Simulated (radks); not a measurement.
Question: Excited configurations of Nb II: one electron is placed in a higher orbital outside [Kr] 4d3. The ground configuration is [Kr] 4d4. All-electron calculation, scalar-relativistic Kohn-Sham, PBE, spin-polarised, spherical densities, point nucleus; open shells are filled with parallel spins first (spin-orbit coupling, left out, can overturn this in heavy ions). Program: a radial shooting solver on a logarithmic mesh with Libxc functionals. Excitation = E - E(ground); binding = E(ion) - E, where the ion is the core of charge +2; n* = 2/sqrt(2 binding) in atomic units, and the quantum defect is n - n*.

| outer orbital | excitation (eV) | binding (eV) | n* | quantum defect | eigenvalue (eV) | <r> (bohr) |
|---|---|---|---|---|---|---|
| 4f | 11.219 | 3.703 | 3.834 | 0.166 | -2.616 | 8.194 |
| 5s | 0.646 | 14.275 | 1.953 | 3.047 | -11.160 | 3.205 |
| 5f | 12.362 | 2.559 | 4.611 | 0.389 | -1.919 | 13.80 |
| 6p | 9.892 | 5.029 | 3.290 | 2.710 | -3.986 | 8.184 |
| 6d | 11.575 | 3.347 | 4.032 | 1.968 | -2.599 | 11.59 |
| 6f | 13.086 | 1.835 | 5.446 | 0.554 | -1.444 | 20.77 |
| 7s | 11.294 | 3.628 | 3.873 | 3.127 | -2.919 | 11.94 |
| 7d | 12.680 | 2.241 | 4.928 | 2.072 | -1.799 | 18.07 |
| 7f | 13.554 | 1.368 | 6.308 | 0.692 | -1.105 | 29.17 |

Estimate the row for 5d.

Answer: excitation (eV) 9.444; binding (eV) 5.477; n* 3.152; quantum defect 1.848; eigenvalue (eV) -4.067; <r> (bohr) 6.388. The Delta-SCF ionisation energy is 14.922 eV (NIST Atomic Spectra Database: 14.320 eV, semi-empirical). Self-interaction in the functional shifts the binding energies and quantum defects, so they are the method's values and not measured ones. Open shells are spherical and high-spin; term and fine-structure splittings are not resolved.
